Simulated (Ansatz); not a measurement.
`COc1ccc(-c2ccc(-c3ccc(-c4ccc(-c5ccc(C(F)=C(F)F)cc5)s4)s3)s2)cc1` with charge -1. The state is a doublet with charge -1. Geometry PBE-D4/def2-SVP, that of the neutral singlet; atoms count from 1.

```xyz
51

C     9.508    5.870    3.337
O     8.205    5.656    3.847
C     7.388    4.789    3.192
C     6.102    4.604    3.747
C     5.196    3.733    3.149
C     5.525    3.013    1.971
C     4.578    2.098    1.339
C     4.805    1.126    0.364
C     3.642    0.418   -0.020
C     2.491    0.831    0.654
C     1.138    0.351    0.533
C     0.027    0.628    1.333
C    -1.152   -0.024    0.907
C    -0.973   -0.815   -0.230
C    -1.935   -1.613   -0.947
C    -1.733   -2.508   -2.001
C    -2.927   -3.106   -2.467
C    -4.070   -2.691   -1.784
C    -5.459   -3.087   -1.985
C    -5.852   -3.804   -3.144
C    -7.174   -4.187   -3.354
C    -8.182   -3.866   -2.408
C    -9.587   -4.230   -2.562
F   -10.414   -3.841   -1.562
C   -10.190   -4.906   -3.574
F    -9.562   -5.375   -4.645
F   -11.484   -5.175   -3.602
C    -7.797   -3.149   -1.249
C    -6.471   -2.773   -1.045
S    -3.638   -1.524   -0.549
S     0.690   -0.725   -0.776
S     2.878    2.129    1.764
C     6.813    3.216    1.427
C     7.737    4.083    2.021
H     9.995    6.594    4.017
H     9.488    6.297    2.309
H    10.106    4.931    3.320
H     5.844    5.158    4.662
H     4.207    3.592    3.612
H     5.803    0.916   -0.044
H     3.633   -0.396   -0.759
H     0.085    1.279    2.217
H    -2.121    0.061    1.419
H    -0.736   -2.725   -2.408
H    -2.954   -3.848   -3.276
H    -5.102   -4.051   -3.910
H    -7.429   -4.735   -4.270
H    -8.559   -2.893   -0.500
H    -6.206   -2.230   -0.124
H     7.101    2.694    0.502
H     8.725    4.210    1.558
```

Single mean-field runs in def2-SVP are fitted with def2-universal-jkfit.

Question: Estimate the Mulliken populations of the heavy atoms from the PBE0/def2-SVP orbitals of Ansatz.

Answer: 
```csv
atom,charge (e),spin (α − β)
C1,0.11,0.00
O2,-0.36,0.01
C3,0.19,0.06
C4,-0.05,-0.03
C5,-0.06,0.05
C6,0.07,-0.03
C7,-0.12,0.12
C8,-0.02,-0.06
C9,-0.05,0.09
C10,-0.07,-0.01
C11,-0.09,0.11
C12,-0.04,-0.03
C13,-0.05,0.05
C14,-0.09,0.05
C15,-0.08,0.06
C16,-0.05,0.04
C17,-0.03,-0.02
C18,-0.12,0.10
C19,0.07,0.02
C20,-0.06,0.05
C21,-0.04,-0.03
C22,-0.06,0.12
C23,0.18,-0.06
F24,-0.23,0.00
C25,0.29,0.11
F26,-0.18,0.00
F27,-0.18,0.01
C28,-0.04,-0.04
C29,-0.07,0.07
S30,0.05,0.07
S31,0.06,0.07
S32,0.06,0.05
C33,-0.06,0.05
C34,-0.11,-0.03
```
Mulliken values depend strongly on the basis.

Question: Where does the spin sit?

Answer: Summed by element: C 0.81, O 0.01, F 0.01, S 0.18, H -0.01, of 1 unpaired in all. Largest on single atoms: C22 0.12, C7 0.12, C11 0.11.

Question: And the Mayer bond orders between heavy atoms (over 0.3)?

Answer: C1–O2 0.97 (1.42 Å); O2–C3 1.08 (1.36 Å); C3–C4 1.35 (1.41 Å); C3–C34 1.30 (1.41 Å); C4–C5 1.44 (1.39 Å); C5–C6 1.30 (1.42 Å); C6–C7 1.12 (1.46 Å); C6–C33 1.36 (1.41 Å); C7–C8 1.47 (1.39 Å); C7–S32 1.08 (1.75 Å); C8–C9 1.31 (1.42 Å); C9–C10 1.42 (1.40 Å); C10–C11 1.25 (1.44 Å); C10–S32 1.09 (1.75 Å); C11–C12 1.40 (1.40 Å); C11–S31 1.07 (1.75 Å); C12–C13 1.36 (1.41 Å); C13–C14 1.39 (1.40 Å); C14–C15 1.27 (1.44 Å); C14–S31 1.07 (1.75 Å); C15–C16 1.39 (1.40 Å); C15–S30 1.08 (1.75 Å); C16–C17 1.35 (1.41 Å); C17–C18 1.42 (1.40 Å); C18–C19 1.18 (1.46 Å); C18–S30 1.07 (1.75 Å); C19–C20 1.29 (1.42 Å); C19–C29 1.27 (1.42 Å); C20–C21 1.48 (1.39 Å); C21–C22 1.28 (1.42 Å); C22–C23 1.07 (1.46 Å); C22–C28 1.30 (1.42 Å); C23–F24 1.02 (1.36 Å); C23–C25 1.59 (1.36 Å); C25–F26 1.08 (1.33 Å); C25–F27 1.11 (1.32 Å); C28–C29 1.45 (1.39 Å); C33–C34 1.39 (1.40 Å).
